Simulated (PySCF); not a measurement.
Orbital gap (eV) of eight silicon and germanium compounds: PBE beside ωB97X, computed with PySCF for isolated molecules in the bases named; differences from unrounded values. The eight are the first of their class met in an unordered collection, after screening for sound electronic states; none was chosen by its value. Each molecule has one DFT geometry for both levels.

| molecule | basis | ωB97X | PBE | difference |
|---|---|---|---|---|
| C₄H₇FSi, SMILES F[C@]1([SiH3])C=CC1 | def2-TZVP | 11.63 | 4.98 | -6.66 |
| C2H6GeO2, SMILES C([O][GeH2][OH])=C | def2-TZVP | 11.29 | 4.77 | -6.52 |
| aminosilylimino(oxo)methane (CH4N2OSi), SMILES C(=O)=N[SiH2]N | def2-TZVP | 12.66 | ___ | ___ |
| Si(Cl)(OH)(SH)2 (ClH3OS2Si), SMILES O[Si](S)(S)Cl | def2-TZVP | 12.40 | 5.57 | -6.83 |
| C3H6FNSi, SMILES C(C[SiH2]F)C#N | def2-TZVP | 13.35 | 6.64 | -6.71 |
| C₃H₆FNSi, SMILES F[SiH2]N1C=CC1 | def2-TZVP | 11.04 | ___ | ___ |
| germyloxygermane (Ge₂H₆O), SMILES [GeH3][O][GeH3] | def2-TZVP | 12.32 | ___ | ___ |
| C3H4F2Si, SMILES C#CC(F)([SiH3])F | def2-TZVP | 12.42 | 5.61 | -6.81 |

Question: Fill in the missing entries. (An estimate is asked for; the answer gives what the named calculation found.)

Answer: 
- germyloxygermane (Ge₂H₆O), SMILES [GeH3][O][GeH3], PBE: 5.57
- germyloxygermane (Ge₂H₆O), SMILES [GeH3][O][GeH3], difference: -6.75
- aminosilylimino(oxo)methane (CH4N2OSi), SMILES C(=O)=N[SiH2]N, PBE: 5.83
- aminosilylimino(oxo)methane (CH4N2OSi), SMILES C(=O)=N[SiH2]N, difference: -6.83
- C₃H₆FNSi, SMILES F[SiH2]N1C=CC1, PBE: 4.50
- C₃H₆FNSi, SMILES F[SiH2]N1C=CC1, difference: -6.54

PBE lies below ωB97X in 8 and above it in 0 of the eight; the mean signed difference is -6.71 and the largest -6.83 eV.
